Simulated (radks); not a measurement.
The calcium ion Ca2+ inside a hard spherical wall (all orbitals vanish at R), configuration held at [Ar] and not refilled when levels cross. Calculated with a radial shooting solver on a logarithmic mesh with Libxc functionals: non-relativistic Kohn-Sham, PBEsol, spin-polarised, spherical densities, point nucleus. Eigenvalues in eV for spin up, with the zero of energy where the potential of the charges vanishes at infinity; a dash marks a level that is unbound or too diffuse for the functional's potential to be trusted. A positive occupied level is held by the wall or, in an anion where self-interaction has pushed it up, behind a barrier. The pressure on the wall is -dE/dV.

R (bohr),E (hartree),kinetic (hartree),e(2s),e(2p),e(3s),e(3p),"e(3d, empty)","e(4s, empty)",pressure (GPa)
free,-675.84253,675.104,-425.44,-349.57,-61.629,-42.985,-15.991,-,0
15,-675.84253,675.104,-425.44,-349.57,-61.629,-42.985,-15.991,-,< 0.0001
12,-675.84253,675.104,-425.44,-349.57,-61.629,-42.985,-15.991,-,< 0.0001
10,-675.84253,675.104,-425.44,-349.57,-61.629,-42.985,-15.991,-,< 0.0001
5,-675.84214,675.109,-425.42,-349.54,-61.614,-42.969,-15.835,-12.507,0.114
3,-675.68226,676.333,-422.17,-346.24,-59.397,-40.477,-11.345,11.085,121
2,-672.93663,689.178,-398.78,-322.18,-40.368,-19.183,13.618,109.47,4980
1.5,-662.79794,722.980,-356.79,-278.30,11.236,34.814,64.343,306.32,42300
